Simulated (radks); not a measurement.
Task: Radial electron density D(r) = 4 pi r^2 rho(r) of an atom or ion with 13 electrons. Method: non-relativistic Kohn-Sham, AM05, spin-polarised, spherical densities, point nucleus; computed with a radial shooting solver on a logarithmic mesh with Libxc functionals.

| r (bohr) | D(r) (e/bohr) | spin D(r) |
|---|---|---|
| 0.014 | 3.552 | 0.00342 |
| 0.01808 | 5.245 | 0.00553 |
| 0.02354 | 7.555 | 0.00928 |
| 0.03041 | 10.27 | 0.0160 |
| 0.0396 | 13.26 | 0.0296 |
| 0.05115 | 15.75 | 0.0570 |
| 0.06607 | 17.02 | 0.114 |
| 0.08603 | 16.40 | 0.233 |
| 0.1111 | 14.07 | 0.451 |
| 0.1447 | 11.30 | 0.827 |
| 0.1869 | 10.25 | 1.34 |
| 0.2434 | 11.79 | 1.91 |
| 0.3144 | 14.18 | 2.24 |
| 0.4094 | 14.35 | 2.07 |
| 0.5289 | 10.93 | 1.45 |
| 0.6887 | 5.957 | 0.781 |
| 0.8896 | 2.992 | 0.569 |
| 1.158 | 2.451 | 0.731 |
| 1.496 | 2.358 | 0.763 |
| 1.948 | 1.492 | 0.510 |
| 2.517 | 0.6973 | 0.359 |
| 3.277 | 0.4602 | 0.404 |
| 4.233 | 0.3217 | 0.317 |
| 5.512 | 0.1074 | 0.107 |
| 7.121 | 0.01476 | 0.0148 |
| 9.272 | 0.0006196 | 0.000620 |

What is the nuclear charge?

Result: Z = 15. The innermost maximum, from 1s, lies near 1/Z = 0.0667 bohr (found: 0.0699), and its height grows with Z. The density is that of the phosphorus ion P2+ in [He] 2s2 2p5 3s2 3p1 4s1; the configuration itself is not fixed sharply by these data, and Z only to about a unit. D(r) has 3 maxima, at r = 0.0699, 0.366, 1.30 bohr, and minima at 0.182, 1.11 bohr, inside which lie 2.20, 9.45 electrons.
